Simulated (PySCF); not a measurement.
C₄H₇F, SMILES C/C=C(\C)F.

Coordinates come from a ωB97X-D3(BJ)/def2-SVP optimisation.

All values below come from PBE/def2-TZVP (PySCF).

Gas-phase values at a fixed geometry.

Problem. Estimate the frontier levels, gap, dipole moment and polarisability. (Estimate from the structure and the level; the computed values follow.)

Solution. 
The highest occupied level is -5.64 eV. The lowest empty level is -0.28 eV. The orbital gap is 5.36 eV and the dipole moment comes out as 1.61 D. The quadrupole, principal values (traceless, Buckingham form, about the centre of nuclear charge) comes out as -2.85, -1.04, 3.89 D·Å and the mean static polarisability is 52.2 bohr³ (7.74 Å³). The polarisability, principal values is 39.2, 48.8, 68.8 bohr³.
